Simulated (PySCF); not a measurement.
## Dipole polarisabilities along the second row

Calculated with PySCF 2.14 for the ground configurations, without spin-orbit coupling: coupled response for Hartree-Fock and DFT. Mean α in bohr³, C₆ of like pairs in atomic units.

| species | α UHF | α PBE | α PBE0 | α recommended (Schwerdtfeger and Nagle) | C₆ UHF | C₆ PBE | C₆ PBE0 |
| --- | --- | --- | --- | --- | --- | --- | --- |
| Li [He] 2s1 (aug-cc-pV5Z, non-relativistic) | 169.9 | 143.2 | 147.7 | 164.1 | 1476 | 1141 | 1195 |
| B [He] 2s2 2p1 (aug-cc-pV5Z, non-relativistic) | 22.20 | 23.83 | 22.63 | 20.5 ± 0.1 | 106.1 | 116.9 | 110.1 |
| C [He] 2s2 2p2 (aug-cc-pV5Z, non-relativistic) | 11.97 | 13.52 | 12.71 | 11.3 ± 0.4 | 46.31 | 54.88 | 50.86 |
| N [He] 2s2 2p3 (aug-cc-pV5Z, non-relativistic) | 7.171 | 8.299 | 7.783 | 7.4 ± 0.2 | 23.25 | 28.49 | 26.26 |
| O [He] 2s2 2p4 (aug-cc-pV5Z, non-relativistic) | 4.764 | 5.870 | 5.430 | 5.3 ± 0.2 | 13.85 | 17.90 | 16.29 |
| F [He] 2s2 2p5 (aug-cc-pV5Z, non-relativistic) | 3.278 | 4.134 | 3.815 | 3.74 ± 0.08 | 8.512 | 11.26 | 10.23 |
| Ne [Ne] (aug-cc-pV5Z, non-relativistic) | 2.363 | 2.993 | 2.765 | 2.661 | 5.507 | 7.325 | 6.661 |

Problem. Fill in the row of Be [He] 2s2 (aug-cc-pV5Z, non-relativistic).

Solution. α UHF 45.63; α PBE 42.92; α PBE0 42.97; α recommended (Schwerdtfeger and Nagle) 37.74 ± 0.03; C₆ UHF 282.6; C₆ PBE 257.1; C₆ PBE0 258.0.

Hartree-Fock lacks correlation. All values carry a basis error.
